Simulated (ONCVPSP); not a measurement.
**Which change was made? (Mn, ONCV)**

manganese (Mn), optimised norm-conserving Vanderbilt (ONCV), made with ONCVPSP 4.0.1 (PBEsol, scalar-relativistic). Core [Ar], reference 3d5 4s2. Waves: 4s: rc 2.80 bohr, ncon 4, nbas 7, qcut 2.2 1/bohr, 2 projectors, debl 1.6 Ha; p scattering state at 0.3 Ha: rc 2.40 bohr, ncon 4, nbas 8, qcut 4.1 1/bohr, 2 projectors, debl 1.9 Ha; 3d: rc 2.00 bohr, ncon 4, nbas 9, qcut 7.2 1/bohr, 2 projectors, debl 3.7 Ha. Local part: polynomial inside 1.40 bohr (lpopt 5, dvloc0 2 Ha). Core correction: polynomial model core, fcfact 0.65.

In the p channel the program set the typed energies aside and used 0.050, 1.950 Ha.

Cutoffs, loose and tight: the cutoffs (Ha) at which the residual kinetic energy of the hardest occupied pseudo-wave falls to 1 and 0.1 mHa per electron. They do not see the model core or the augmentation charge, which bear on the density cutoff. Test errors are all-electron minus pseudo excitation energies from the reference, over the configurations 3d5 4s1; 3d5 4s0; 3d4 4s0; 3d4 4s2; variants that change the core or the reference have their own tests. The largest error is taken over the tests solved by every variant that gives reliable tests at all, those not shown here included: 3d4 4s2; 3d5 4s0; 3d5 4s1.

The base gives: outcome: generated, projector energies reset by the program; cutoff, loose: 22 Ha; cutoff, tight: 25 Ha; bound ghosts: none; GHOST(+) flags above zero: s, p; largest test error (meV): +87.

Task: After one change the result is: outcome: generated, projector energies reset by the program; cutoff, loose: 18 Ha; cutoff, tight: 20 Ha; bound ghosts: none; GHOST(+) flags above zero: s; largest test error (meV): +403. Which change was it?
A. all radii but the core radius scaled by about 0.92 (s 2.58, p 2.22, d 1.84 bohr); local potential polynomial inside 1.30 bohr (lpopt 5, dvloc0 2 Ha)
B. all radii but the core radius scaled by about 1.30 (s 3.64, p 3.12, d 2.60 bohr); local potential polynomial inside 1.82 bohr (lpopt 5, dvloc0 2 Ha)
C. all radii but the core radius scaled by about 0.81 (s 2.26, p 1.94, d 1.62 bohr); local potential polynomial inside 1.14 bohr (lpopt 5, dvloc0 2 Ha)
D. all radii but the core radius scaled by about 1.17 (s 3.28, p 2.82, d 2.34 bohr); local potential polynomial inside 1.64 bohr (lpopt 5, dvloc0 2 Ha)

Result: B. The others give: all radii but the core radius scaled by about 1.17 (s 3.28, p 2.82, d 2.34 bohr); local potential polynomial inside 1.64 bohr (lpopt 5, dvloc0 2 Ha) → outcome: generated, projector energies reset by the program; cutoff, loose: 19 Ha; cutoff, tight: 22 Ha; bound ghosts: none; GHOST(+) flags above zero: s; largest test error (meV): +265 | all radii but the core radius scaled by about 0.92 (s 2.58, p 2.22, d 1.84 bohr); local potential polynomial inside 1.30 bohr (lpopt 5, dvloc0 2 Ha) → outcome: generated; cutoff, loose: 24 Ha; cutoff, tight: 46 Ha; bound ghosts: none; GHOST(+) flags above zero: s; largest test error (meV): -26 | all radii but the core radius scaled by about 0.81 (s 2.26, p 1.94, d 1.62 bohr); local potential polynomial inside 1.14 bohr (lpopt 5, dvloc0 2 Ha) → outcome: generated; cutoff, loose: 46 Ha; cutoff, tight: 115 Ha; bound ghosts: p; GHOST(+) flags above zero: s; largest test error (meV): -69.
